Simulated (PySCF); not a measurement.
Compound: C7H9O3S (charge -1).
SMILES: `CC#CC/C=C\CS(=O)(=O)[O-]`

Jobs on this species (20 atoms, 92 electrons) with PySCF (density fitting). Hardware of each: AMD EPYC, one thread, shared host. Times come from a shared host and carry two figures at best. Peak memory is the resident size of the whole Python process, interpreter and libraries included.

```json
{"level and settings": "PBE0/pcSseg-1, IEF-PCM benzene", "work": "shieldings, charges and field gradients", "basis functions": "239", "SCF cycles": "?", "wall time": "?", "peak memory": "?"}
{"level and settings": "PBE0/pcSseg-1, IEF-PCM cyclohexane", "work": "shieldings", "basis functions": "239", "SCF cycles": "15", "wall time": "1.9 min", "peak memory": "1.2 GiB"}
{"level and settings": "PBE0-D3(BJ)/def2-SVP, grid level 1", "work": "geometry optimisation from a GFN2-xTB start shaken at random", "basis functions": "203", "SCF cycles": "93", "wall time": "11 min", "peak memory": "0.90 GiB"}
```

Task: Fill in the missing figures.

Result: 
- PBE0/pcSseg-1, IEF-PCM benzene; shieldings, charges and field gradients: 2.2 min, 1.2 GiB, 14 SCF cycles

Task: What do all jobs in the table cost together?

Result: About 15 min; the longest takes about 73 % of that, and about 5.8 times as long as the shortest.
